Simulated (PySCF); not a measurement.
Molecule: `O=C(O)c1ncccn1`, C₅H₄N₂O₂.

Bonds (- single, = double, # triple, : aromatic): O1=C2, C2-O3, C2-C4, C4:N5, N5:C6, C6:C7, C7:C8, C8:N9, N9:C4. O3 carries H10; C6 carries H11; C7 carries H12; C8 carries H13.

Frames of a GFN2-xTB Langevin trajectory at 600 K; GIAO PBE0/pcSseg-1 shieldings in PySCF 2.14.0 with density-fitted response routines, gas phase, non-relativistic; equivalent atoms averaged within each frame.

δ = σ(ref) − σ, references computed at the same level: ¹⁷O (336.08 ppm) against H2O; TMS for ¹³C (186.93 ppm) and ¹H (31.72 ppm); NH3 for ¹⁵N (267.73 ppm). The references are static minima.

Question: How do the shifts (ppm) fluctuate along the trajectory?

Answer: 
```csv
time (fs),O1,O3,C2,C4,C6/C8,C7,N5/N9,H11/H13,H12,H10
250,399.7,224.3,166.7,165.5,165.2,131.4,343.1,9.54,8.12,6.41
425,472.6,215.9,182.1,160.4,160.2,127.9,313.8,8.83,7.37,6.95
625,402.4,193.1,159.4,177.5,166.1,128.5,366.2,10.30,7.48,5.25
800,481.7,227.9,174.1,167.0,165.8,125.1,354.9,9.24,6.72,7.93
1000,428.4,229.8,162.2,167.4,165.0,120.7,361.0,10.42,6.15,8.10
mean of frames,436.9,218.2,168.9,167.5,164.5,126.7,347.8,9.67,7.17,6.93
standard deviation,38.5,15.0,9.2,6.2,2.4,4.0,20.9,0.68,0.76,1.17
```

5 frames give an uncertainty of the mean of about the standard deviation over 2.2 at best, since frames this close in time may not be independent; classical motion lacks zero-point vibration, and the reference would need the same averaging.
